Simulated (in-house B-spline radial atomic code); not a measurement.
Orbital energies and mean radii along the 34-electron series, configuration [Ar] 3d10 4s2 4p4. The effective charge is n√(-2ε), a non-relativistic measure. Computed with a B-spline radial code for spherical atoms: non-relativistic Hartree-Fock, average of the configuration, point nuclei.

This level leaves out relativity, spin-orbit splitting included, which matters for heavy ions.

```json
{"ion": "Cs21+", "Z": "55", "energy of 3d (Eh)": "-49.101", "mean radius of 3d (bohr)": "0.26897", "energy of 3s (Eh)": "-63.389", "mean radius of 3s (bohr)": "0.30815", "energy of 4p (Eh)": "-24.378", "mean radius of 4p (bohr)": "0.66472", "effective charge of 3d": "29.729"}
{"ion": "Ba22+", "Z": "56", "energy of 3d (Eh)": "-52.579", "mean radius of 3d (bohr)": "0.2621", "energy of 3s (Eh)": "-67.251", "mean radius of 3s (bohr)": "0.30131", "energy of 4p (Eh)": "-26.237", "mean radius of 4p (bohr)": "0.64521", "effective charge of 3d": "30.764"}
{"ion": "La23+", "Z": "57", "energy of 3d (Eh)": "-56.169", "mean radius of 3d (bohr)": "0.25558", "energy of 3s (Eh)": "-71.226", "mean radius of 3s (bohr)": "0.29476", "energy of 4p (Eh)": "-28.16", "mean radius of 4p (bohr)": "0.62686", "effective charge of 3d": "31.797"}
{"ion": "Ce24+", "Z": "58", "energy of 3d (Eh)": "-59.871", "mean radius of 3d (bohr)": "0.24938", "energy of 3s (Eh)": "-75.313", "mean radius of 3s (bohr)": "0.28849", "energy of 4p (Eh)": "-30.147", "mean radius of 4p (bohr)": "0.60956", "effective charge of 3d": "32.828"}
{"ion": "Pr25+", "Z": "59", "energy of 3d (Eh)": "-63.686", "mean radius of 3d (bohr)": "0.24348", "energy of 3s (Eh)": "-79.512", "mean radius of 3s (bohr)": "0.28247", "energy of 4p (Eh)": "-32.196", "mean radius of 4p (bohr)": "0.59323", "effective charge of 3d": "33.858"}
{"ion": "Nd26+", "Z": "60", "energy of 3d (Eh)": "-67.613", "mean radius of 3d (bohr)": "0.23786", "energy of 3s (Eh)": "-83.823", "mean radius of 3s (bohr)": "0.2767", "energy of 4p (Eh)": "-34.309", "mean radius of 4p (bohr)": "0.57778", "effective charge of 3d": "34.886"}
{"ion": "Pm27+", "Z": "61", "energy of 3d (Eh)": "-71.651", "mean radius of 3d (bohr)": "0.2325", "energy of 3s (Eh)": "-88.247", "mean radius of 3s (bohr)": "0.27116", "energy of 4p (Eh)": "-36.485", "mean radius of 4p (bohr)": "0.56315", "effective charge of 3d": "35.913"}
{"ion": "Sm28+", "Z": "62", "energy of 3d (Eh)": "-75.802", "mean radius of 3d (bohr)": "0.22738", "energy of 3s (Eh)": "-92.782", "mean radius of 3s (bohr)": "0.26584", "energy of 4p (Eh)": "-38.724", "mean radius of 4p (bohr)": "0.54925", "effective charge of 3d": "36.938"}
{"ion": "Eu29+", "Z": "63", "energy of 3d (Eh)": "-80.065", "mean radius of 3d (bohr)": "0.22248", "energy of 3s (Eh)": "-97.43", "mean radius of 3s (bohr)": "0.26072", "energy of 4p (Eh)": "-41.026", "mean radius of 4p (bohr)": "0.53605", "effective charge of 3d": "37.963"}
{"ion": "Gd30+", "Z": "64", "energy of 3d (Eh)": "-84.44", "mean radius of 3d (bohr)": "0.21779", "energy of 3s (Eh)": "-102.19", "mean radius of 3s (bohr)": "0.25579", "energy of 4p (Eh)": "-43.391", "mean radius of 4p (bohr)": "0.52349", "effective charge of 3d": "38.986"}
{"ion": "Tb31+", "Z": "65", "energy of 3d (Eh)": "-88.927", "mean radius of 3d (bohr)": "0.2133", "energy of 3s (Eh)": "-107.06", "mean radius of 3s (bohr)": "0.25105", "energy of 4p (Eh)": "-45.819", "mean radius of 4p (bohr)": "0.51152", "effective charge of 3d": "40.008"}
{"ion": "Dy32+", "Z": "66", "energy of 3d (Eh)": "-93.525", "mean radius of 3d (bohr)": "0.20899", "energy of 3s (Eh)": "-112.04", "mean radius of 3s (bohr)": "0.24648", "energy of 4p (Eh)": "-48.31", "mean radius of 4p (bohr)": "0.50009", "effective charge of 3d": "41.03"}
{"ion": "Ho33+", "Z": "67", "energy of 3d (Eh)": "-98.235", "mean radius of 3d (bohr)": "0.20485", "energy of 3s (Eh)": "-117.14", "mean radius of 3s (bohr)": "0.24207", "energy of 4p (Eh)": "-50.864", "mean radius of 4p (bohr)": "0.48918", "effective charge of 3d": "42.05"}
{"ion": "Er34+", "Z": "68", "energy of 3d (Eh)": "-103.06", "mean radius of 3d (bohr)": "0.20088", "energy of 3s (Eh)": "-122.34", "mean radius of 3s (bohr)": "0.23781", "energy of 4p (Eh)": "-53.481", "mean radius of 4p (bohr)": "0.47875", "effective charge of 3d": "43.07"}
{"ion": "Tm35+", "Z": "69", "energy of 3d (Eh)": "-107.99", "mean radius of 3d (bohr)": "0.19706", "energy of 3s (Eh)": "-127.66", "mean radius of 3s (bohr)": "0.2337", "energy of 4p (Eh)": "-56.161", "mean radius of 4p (bohr)": "0.46876", "effective charge of 3d": "44.089"}
{"ion": "Yb36+", "Z": "70", "energy of 3d (Eh)": "-113.04", "mean radius of 3d (bohr)": "0.19339", "energy of 3s (Eh)": "-133.09", "mean radius of 3s (bohr)": "0.22973", "energy of 4p (Eh)": "-58.904", "mean radius of 4p (bohr)": "0.45919", "effective charge of 3d": "45.107"}
{"ion": "Lu37+", "Z": "71", "energy of 3d (Eh)": "-118.19", "mean radius of 3d (bohr)": "0.18985", "energy of 3s (Eh)": "-138.63", "mean radius of 3s (bohr)": "0.22589", "energy of 4p (Eh)": "-61.709", "mean radius of 4p (bohr)": "0.45001", "effective charge of 3d": "46.124"}
{"ion": "Hf38+", "Z": "72", "energy of 3d (Eh)": "-123.46", "mean radius of 3d (bohr)": "0.18644", "energy of 3s (Eh)": "-144.29", "mean radius of 3s (bohr)": "0.22218", "energy of 4p (Eh)": "-64.577", "mean radius of 4p (bohr)": "0.44119", "effective charge of 3d": "47.141"}
{"ion": "Ta39+", "Z": "73", "energy of 3d (Eh)": "-128.84", "mean radius of 3d (bohr)": "0.18315", "energy of 3s (Eh)": "-150.05", "mean radius of 3s (bohr)": "0.21859", "energy of 4p (Eh)": "-67.508", "mean radius of 4p (bohr)": "0.43273", "effective charge of 3d": "48.157"}
{"ion": "W40+", "Z": "74", "energy of 3d (Eh)": "-134.33", "mean radius of 3d (bohr)": "0.17998", "energy of 3s (Eh)": "-155.93", "mean radius of 3s (bohr)": "0.21511", "energy of 4p (Eh)": "-70.502", "mean radius of 4p (bohr)": "0.42458", "effective charge of 3d": "49.173"}
```

(1) How does the screening of 3d change?

Answers

(1) Z less the effective charge goes from 25.27 at Z = 55 to 24.83 at Z = 74.
